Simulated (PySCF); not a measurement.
Frontier orbitals and the lowest excitations

Compound: C3H8BClSi.
Geometry (GFN2-xTB, Å), atoms numbered from 1 in this order:
```
atom  x, y, z in Å
B1     2.2220   -0.5447   -1.0455
Si2    0.9833   -1.0297    0.3891
C3    -0.2309    0.4587    0.6913
Cl4    0.8182    1.8718    1.0875
C5    -1.0619    0.7654   -0.4893
C6    -2.3506    0.4830   -0.5822
H7     3.3775   -0.4985   -0.8744
H8     1.8369   -0.2869   -2.1197
H9     1.5268   -1.2864    1.7339
H10    0.0717   -2.1606    0.1244
H11   -0.8510    0.2926    1.5713
H12   -0.5397    1.2216   -1.3195
H13   -2.8900    0.0315    0.2339
H14   -2.9128    0.6818   -1.4779
```

The calculation used PySCF, TDDFT wB97X-D/def2-SVPD, vertical, gas phase, core orbitals frozen in the response.

Kohn–Sham orbitals with the atoms that hold most of them (Löwdin shares over 4%, at most four atoms; ? is withheld):

```tsv
orbital	ε (eV)	atoms
LUMO+2	1.99	B1 49%, Cl4 13%, Si2 10%, H8 6%
LUMO+1	1.31	C6 26%, Cl4 21%, C5 21%, C3 12%
LUMO	-0.82	?
HOMO	?	C6 26%, C5 21%, C3 16%, Cl4 15%
HOMO-1	-10.21	?
HOMO-2	-10.75	Cl4 70%, C3 12%, C5 6%
HOMO-3	-10.85	B1 36%, Si2 30%, H8 7%, H9 7%
```

(1) Which atoms hold the LUMO, and with what shares?

(2) Give the leading atoms of the HOMO-1.

(3) What is the HOMO energy, and the HOMO–LUMO gap?

## Answers

(1) B1 (bonded to Si and 2 H) 52%; Si2 (bonded to B, C and 2 H) 18%; H7 (bonded to B) 9%; H8 (bonded to B) 9%. By element: boron 52%, hydrogen 18% or more, silicon 18%.

(2) Cl4 (bonded to C) 58%; C5 (bonded to 2 C and H) 12%; C6 (bonded to C and 2 H) 9%; C3 (bonded to C, Cl, Si and H) 8%. By element: chlorine 58%, carbon 29%.

(3) ε(HOMO) = -9.25 eV; the gap is 8.43 eV (0.3097 hartree).

Task: How does S1 compare with the orbital gap of 8.43 eV?

Result: S1 is at 4.37 eV (f = 0.016), 4.06 eV below the gap, made of HOMO→LUMO (57%), HOMO-3→LUMO (38%). Without the coupling terms of the response equations the lowest excitation would equal the gap.

Task: Give energy, strength and leading configuration of S5 and S6, and follow the Löwdin shares of the leading atoms from the occupied to the empty orbital.

Result: 
- S5 (6.03 eV, f 0.021), HOMO-2→LUMO (89%): Cl4 70% → at most 9%, C3 12% → at most 9%, B1 at most 4% → 52%, Si2 at most 4% → 18%
- S6 (6.26 eV, f 0.120), HOMO→LUMO+1 (75%): C6 26% → 26%, C5 21% → 21%, Cl4 15% → 21%

One conformer stands for the species.
